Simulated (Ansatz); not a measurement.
Reaction (ligand exchange at the Si–C bond): `N=C[SiH2]N` + `[OH][SnH3]` → `N[SiH2][O][SnH3]` + `C=N`

Calculated with Ansatz (gas phase, PBE0-D4/def2-TZVP geometries, no zero-point term in ΔE). CCSD(T)/CBS is the MP2 limit (def2-TZVPP, def2-QZVPP) plus CCSD(T) − MP2 in def2-TZVPP, frozen cores. This one scheme is used for every species. Functionals use def2-TZVPP. B3LYP here is the variant with VWN-RPA as its local correlation; programs differ in this. def2 core potentials past Kr. For Sn outer-core shells are correlated without core-valence functions, which leaves a few kJ/mol of doubt a bond. One conformer a species, not always the lowest.

`N=C[SiH2]N`:

```xyz
10

N    -1.576   -0.967    0.133
C    -0.464   -1.073   -0.474
Si    0.856    0.266   -0.242
N     0.423    1.551    0.804
H    -2.197   -1.751   -0.078
H    -0.245   -1.927   -1.138
H     1.152    0.816   -1.593
H     2.068   -0.410    0.296
H    -0.327    2.158    0.509
H     0.311    1.336    1.783
```

`[OH][SnH3]`:

Z-matrix (Å, degrees):
```
Sn
O 1 1.970
H 1 1.709 2 108.5
H 1 1.698 2 103.1 3 119.8
H 1 1.709 2 108.5 3 -120.5
H 2 0.959 1 113.2 3 60.0
```

`N[SiH2][O][SnH3]`:

```xyz
11

N    -0.191    1.631    0.205
Si    1.055    0.559    0.719
O     0.609   -0.992    0.509
Sn   -0.785   -1.629   -0.730
H    -0.943    1.906    0.814
H     0.000    2.338   -0.485
H     2.236    0.902   -0.120
H     1.369    0.728    2.162
H    -0.492   -0.947   -2.265
H    -2.297   -1.177   -0.088
H    -0.561   -3.317   -0.720
```

`C=N`:

Z-matrix (Å, degrees):
```
C
N 1 1.261
H 1 1.096 2 124.9
H 1 1.092 2 118.8 3 -180.0
H 2 1.021 1 111.0 3 -0.0
```

**Question.** Is it downhill or uphill in electronic energy at CCSD(T)/CBS, and by how much? (Best estimate.)

**Answer.** The calculation gave: Downhill: ΔE = -140.3 kJ/mol.

**Question.** What do these levels give: r2SCAN-D4, B3LYP, HF/def2-TZVPP, MP2/def2-TZVPP, CCSD(T)/def2-TZVPP, MP2/CBS(def2)? (Estimate.)

**Answer.** Ansatz gave: r2SCAN-D4 -135.5, B3LYP -132.6, HF/def2-TZVPP -151.4, MP2/def2-TZVPP -142.5, CCSD(T)/def2-TZVPP -140.0, MP2/CBS(def2) -142.7 kJ/mol.

Largest T1 diagnostic among the species: 0.014.

From PBE to PBE0 (25 % exact exchange), in def2-TZVPP and without D4, ΔE moves by −7.5 kJ/mol. The D4 term adds −4.5 kJ/mol with B3LYP and −2.5 kJ/mol with PBE0; it sums over pairs of atoms, weighted by their polarisabilities, and B3LYP, whose exchange is more repulsive, gets the larger term. In def2-TZVPP, CCSD(T) changes the Hartree–Fock value by +11.4 kJ/mol (the triples alone add +1.6 kJ/mol) and MP2 by +8.9 kJ/mol.
